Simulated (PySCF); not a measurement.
# Si²⁺ (silicon, charge +2) across methods

[Ne] 3p2, high-spin 3P determinant (an excited configuration). All numbers are calculated (PySCF 2.14, the non-relativistic Hamiltonian (point nucleus), in def2-QZVPPD (10s6p5d2f1g, 76 functions)).

```json
{"method": "PW91", "E (hartree)": "-287.9285", "mean ε 2p α (eV)": "-119.79", "mean ε 2p β (eV)": "-119.37", "mean ε 3p α (eV)": "-22.772", "Σ⟨r²⟩ (bohr²)": "13.83", "⟨S²⟩": "2.000"}
{"method": "LDA", "E (hartree)": "-286.7813", "mean ε 2p α (eV)": "-119.66", "mean ε 2p β (eV)": "-119.22", "mean ε 3p α (eV)": "-22.651", "Σ⟨r²⟩ (bohr²)": "13.85", "⟨S²⟩": "2.000"}
{"method": "LC-wPBE", "E (hartree)": "-287.8218", "mean ε 2p α (eV)": "-125.47", "mean ε 2p β (eV)": "-125.07", "mean ε 3p α (eV)": "-26.287", "Σ⟨r²⟩ (bohr²)": "13.81", "⟨S²⟩": "2.000"}
{"method": "PBE0", "E (hartree)": "-287.8147", "mean ε 2p α (eV)": "-125.16", "mean ε 2p β (eV)": "-124.62", "mean ε 3p α (eV)": "-23.656", "Σ⟨r²⟩ (bohr²)": "13.94", "⟨S²⟩": "2.000"}
{"method": "BP86", "E (hartree)": "-287.9690", "mean ε 2p α (eV)": "-119.75", "mean ε 2p β (eV)": "-119.36", "mean ε 3p α (eV)": "-22.764", "Σ⟨r²⟩ (bohr²)": "13.83", "⟨S²⟩": "2.000"}
{"method": "PBEsol", "E (hartree)": "-287.2713", "mean ε 2p α (eV)": "-119.43", "mean ε 2p β (eV)": "-119.01", "mean ε 3p α (eV)": "-22.631", "Σ⟨r²⟩ (bohr²)": "13.85", "⟨S²⟩": "2.000"}
{"method": "UHF", "E (hartree)": "-287.44771", "mean ε 2p α (eV)": "-140.55", "mean ε 2p β (eV)": "-139.64", "mean ε 3p α (eV)": "-25.939", "Σ⟨r²⟩ (bohr²)": "14.36", "⟨S²⟩": "2.000"}
{"method": "r2SCAN", "E (hartree)": "-287.9192", "mean ε 2p α (eV)": "-121.72", "mean ε 2p β (eV)": "-121.27", "mean ε 3p α (eV)": "-22.892", "Σ⟨r²⟩ (bohr²)": "13.91", "⟨S²⟩": "2.000"}
```

Q: Estimate the same row for PBE.

A: E (hartree) = -287.8008; mean ε 2p α (eV) = -119.62; mean ε 2p β (eV) = -119.19; mean ε 3p α (eV) = -22.719; Σ⟨r²⟩ (bohr²) = 13.86; ⟨S²⟩ = 2.000.
